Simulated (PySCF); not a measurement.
CH₃O₂ (SMILES OC=[OH+]), charge +1, singlet, geometry from GFN2-xTB. Base run: DF-CAMB3LYP/STO-3G (PySCF).

Input for PySCF:
```python
from pyscf import gto, scf, dft

mol = gto.M(
    atom='''
O     1.08212708    0.32266796    0.18701646
C    -0.14382398    0.38706559   -0.02975044
O    -0.86450329   -0.64748699   -0.14496980
H     1.49347707   -0.57065356    0.26967258
H    -0.54750427    1.40581879   -0.11248288
H    -1.82401925   -0.55900656   -0.31506036
''',
    basis='sto-3g',
    charge=1,
    verbose=4,
)

mf = dft.RKS(mol)
mf.xc = 'camb3lyp'
mf = mf.density_fit(auxbasis='def2-universal-jkfit')
mf.kernel()
```

The base run was repeated with changes; each row names its change, and settings that it needs were set with it.

```tsv
change	basis functions	E (Eh)	HOMO (eV)	HOMO-LUMO gap (eV)
base	18	-187.42362	-17.12	12.03
basis = LANL2DZ	33	-189.94024	-19.32	12.21
basis = cc-pVDZ	57	-190.00048	-19.13	12.58
basis = pcseg-1	57	-189.95068	-19.40	12.61
basis = pc-1	57	-189.95261	-19.40	12.61
basis = def2-SVP	57	-189.84651	-19.26	12.58
basis = 6-311G**	72	-190.04420	-19.27	12.57
basis = 6-311++G**	87	-190.04686	-19.37	12.47
basis = aug-pcseg-1	96	-189.96445	-19.35	12.50
basis = pcseg-2	132	-190.07229	-19.36	12.54
basis = pc-2	132	-190.07667	-19.36	12.54
basis = def2-TZVPP	135	-190.07439	-19.34	12.55
basis = aug-cc-pVTZ	207	-190.06777	-19.35	12.51
```

Totals compare only among sets that treat the same electrons; sets with core potentials leave the core out.
